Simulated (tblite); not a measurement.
Compound: C6H10B2O.
Cartesian coordinates in Å at the GFN2-xTB level; atoms count from 1:
```xyz
19
C6H10B2O angstrom
B      3.612   -0.197   -0.310
O      2.385    0.013   -0.676
B      1.146    0.224   -0.986
C      0.057    0.506    0.184
C     -0.848   -0.632    0.232
C     -1.600   -1.566    0.255
C     -2.507   -2.694    0.303
C     -0.710    1.764   -0.100
C     -0.575    2.887    0.582
H      3.965   -1.297   -0.072
H      4.356    0.716   -0.229
H      0.807    0.199   -2.115
H      0.555    0.596    1.157
H     -2.111   -3.519   -0.289
H     -2.634   -3.029    1.333
H     -3.479   -2.408   -0.096
H     -1.396    1.704   -0.934
H     -1.134    3.774    0.335
H      0.100    2.969    1.418
```

All values are computed: GFN2-xTB (tblite) harmonic vibrations without scaling, gas phase. Against measured fundamentals such values can be off by several per cent, at times by over 20. Modes of hydrogen on boron can be 10 to 20 % off. One conformer, not necessarily the lowest. The optimisation stopped once no atom felt more than 0.01 eV/Å.

Lowest wavenumbers of the output (negative numbers stand for imaginary wavenumbers):
```
mode    cm-1
  1     -24.6
  2      10.0
  3      58.2
  4      95.5
  5     113.1
  6     143.4
  7     201.8
  8     227.0
  9     250.3
 10     270.1
```

Question: Is this structure a minimum?

Answer: Not by this Hessian. 1 mode is imaginary beyond 20i (25i cm⁻¹), so at this level the point lies at or near a first-order saddle. The curvature is small, so loose convergence or finite differences may be the whole cause.

Question: Which atoms move in the imaginary mode?

Answer: 25i: H16 (methyl hydrogen) 33 %, H15 (methyl hydrogen) 33 %, H14 (methyl hydrogen) 33 %. These are shares of the mass-weighted motion.

Question: What is the remedy?

Answer: Step along that mode in both directions, optimise again with tighter thresholds and repeat the frequencies. The zero-point energy of this point (89.9 kcal/mol) counts the 50 real modes alone, and thermal corrections from it aren't those of a minimum.

The run took 0.7 s on Intel Xeon Platinum 8488C, one thread, shared host with 96 logical CPUs at a one-minute load of 42. This covers the Hessian and the dipole derivatives.
